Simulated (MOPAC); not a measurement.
MOPAC input (AM1):

```
AM1 PRECISE GNORM=0.05 LET XYZ CHARGE=-1 GEO-OK AUX(PRECISION=9) THREADS=1
C4H2ISe

I     2.06232700 1   -0.38419300 1    0.06906700 1
C    -0.08611300 1   -0.14602600 1   -0.00981600 1
C    -0.95142100 1   -1.28535600 1   -0.09441900 1
C    -2.31223500 1   -1.07152400 1   -0.14169000 1
Se   -2.49458300 1    0.85449300 1   -0.06687300 1
C    -0.62595400 1    1.09604700 1    0.02092800 1
H    -0.52903300 1   -2.28590200 1   -0.11970200 1
H    -0.10410800 1    2.03652100 1    0.08278700 1
```

From the output:

```
                                                       MOPAC v23.2.5 Linux

          FINAL HEAT OF FORMATION =         77.57680 KCAL/MOL =     324.58131 KJ/MOL

          COSMO AREA              =        148.46 SQUARE ANGSTROMS
          COSMO VOLUME            =        146.19 CUBIC ANGSTROMS

          GRADIENT NORM           =          0.04125          =       0.01459 PER ATOM
          IONIZATION POTENTIAL    =          3.725890 EV
          HOMO LUMO ENERGIES (EV) =         -3.726  3.977
          NO. OF FILLED LEVELS    =         16
          MOLECULAR WEIGHT        =        255.9243         POINT GROUP:  Cs

          MOLECULAR DIMENSIONS (Angstroms)

            Atom       Atom       Distance
           Se     5    I     1     4.64731
            H     8    H     7     4.26930
            C     3    C     2     0.00000

          SCF CALCULATIONS        =         24

   ATOM   CHEMICAL          X               Y               Z
  NUMBER   SYMBOL      (ANGSTROMS)     (ANGSTROMS)     (ANGSTROMS)

     1       I          1.98589636  *  -0.38802384  *   0.06573465  *
     2       C         -0.03262233  *  -0.13669086  *  -0.00719980  *
     3       C         -0.89403639  *  -1.28904488  *  -0.09219743  *
     4       C         -2.23997541  *  -1.14049458  *  -0.14164439  *
     5      Se         -2.48109322  *   0.88730412  *  -0.06491027  *
     6       C         -0.59996541  *   1.07845011  *   0.02125276  *
     7       H         -0.44060416  *  -2.28788081  *  -0.11612085  *
     8       H         -0.17622173  *   2.07041906  *   0.08124679  *

                             CARTESIAN COORDINATES

   1    I        1.985896355    -0.388023836     0.065734654
   2    C       -0.032622331    -0.136690859    -0.007199795
   3    C       -0.894036394    -1.289044878    -0.092197431
   4    C       -2.239975414    -1.140494585    -0.141644393
   5   Se       -2.481093218     0.887304118    -0.064910270
   6    C       -0.599965411     1.078450111     0.021252763
   7    H       -0.440604155    -2.287880813    -0.116120854
   8    H       -0.176221730     2.070419065     0.081246794

           Empirical Formula: C4 H2 I Se  =     8 atoms

      MOLECULAR POINT GROUP   :   Cs

                  EIGENVALUES
 -32.55718 -26.27827 -23.93393 -18.12916 -14.48537 -13.64602 -11.09338  -9.40227
  -8.81396  -7.28689  -6.98103  -6.85552  -6.23410  -4.43878  -3.77880  -3.72589
   3.97662   4.91456   5.38468   5.91408   6.94182   8.22395   9.22199   9.47267
   9.96375  10.77754

              NET ATOMIC CHARGES AND DIPOLE CONTRIBUTIONS

  ATOM NO.   TYPE          CHARGE      No. of ELECS.   s-Pop       p-Pop
    1          I           0.012154        6.9878     1.96041     5.02744
    2          C          -0.197383        4.1974     1.24319     2.95419
    3          C          -0.410459        4.4105     1.23375     3.17671
    4          C          -0.115074        4.1151     1.71850     2.39657
    5         Se          -0.263076        6.2631     1.95412     4.30895
    6          C          -0.278086        4.2781     1.27418     3.00390
    7          H           0.119906        0.8801     0.88009
    8          H           0.132017        0.8680     0.86798
 DIPOLE           X         Y         Z       TOTAL
 POINT-CHG.     6.911     0.763     0.319     6.960
 HYBRID         1.289     0.707     0.084     1.472
 SUM            8.200     1.470     0.403     8.341

          ATOMIC ORBITAL ELECTRON POPULATIONS

     Atom    s        px        py        pz
    1  I   1.96041   1.05756   1.98361   1.98627
    2  C   1.24319   0.89362   0.96899   1.09158
    3  C   1.23375   0.96373   0.93807   1.27492
    4  C   1.71850   1.09997   0.62106   0.67554
    5 Se   1.95412   1.00736   1.43478   1.86682
    6  C   1.27418   0.94908   0.95502   1.09980
    7  H   0.88009
    8  H   0.86798

 **********************
 *                    *
 * JOB ENDED NORMALLY *
 *                    *
 **********************

 == MOPAC DONE ==
```

The dipole moment of an ion depends on the origin.

The geometry given is a B3LYP-D3(BJ)/def2-TZVP minimum.
